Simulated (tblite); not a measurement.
CHO2 (SMILES O=[C]O), doublet, geometry from GFN2-xTB; IPEA1-xTB (tblite 0.6.0).

The tblite input:
```
$ tblite run mol.xyz --method ipea1 --charge 0 --spin 1 --json tblite.json --no-restart

# file mol.xyz
4

O     -1.03300099    -0.39412693    -0.00168439
C     -0.02709385     0.41048045    -0.01284311
O      1.15649400     0.25596664     0.00752085
H     -0.82538098    -1.35760035     0.03036691
```

### Question
What does tblite print? Leave out banner, timings and long lists.

### Answer

```
xTB calculator
 | screened Coulomb repulsion
 | Coulomb electrostatics
 |  * isotropic Klopman-Ohno-Mataga-Nishimoto electrostatics
 |  * onsite third-order electrostatics
 | DFT-D3(BJ) dispersion correction

halogen bonding energy    0.0000000000000E+00 Eh
repulsion energy          9.6810246235175E-02 Eh
dispersion energy        -5.1102457334438E-04 Eh
number of electrons       1.7000000000000E+01 e
integral cutoff           4.0000000000000E+01 bohr

------------------------------------------------------------
  cycle        total energy    energy error   density error
------------------------------------------------------------
      1     -11.81794994607  -1.1914249E+01   5.3211982E-01
      2     -11.82228088514  -4.3309391E-03   5.5000905E-01
      3     -12.31510484323  -4.9282396E-01   2.0893913E-01
      4     -12.31876392655  -3.6590833E-03   8.9358998E-02
      5     -12.34332518441  -2.4561258E-02   2.7372648E-02
      6     -12.34505180677  -1.7266224E-03   5.6938108E-03
      7     -12.34514034455  -8.8537781E-05   1.6479823E-03
      8     -12.34514555386  -5.2093100E-06   1.9994746E-04
      9     -12.34514564255  -8.8692298E-08   2.3185101E-05
     10     -12.34514564352  -9.6740926E-10   9.9112730E-06
------------------------------------------------------------

electronic energy        -1.2441444865184E+01 Eh
total energy             -1.2345145643522E+01 Eh

Post processing:
 | Mayer-Wiberg bond orders

[Info] JSON dump of results written to 'tblite.json'
```
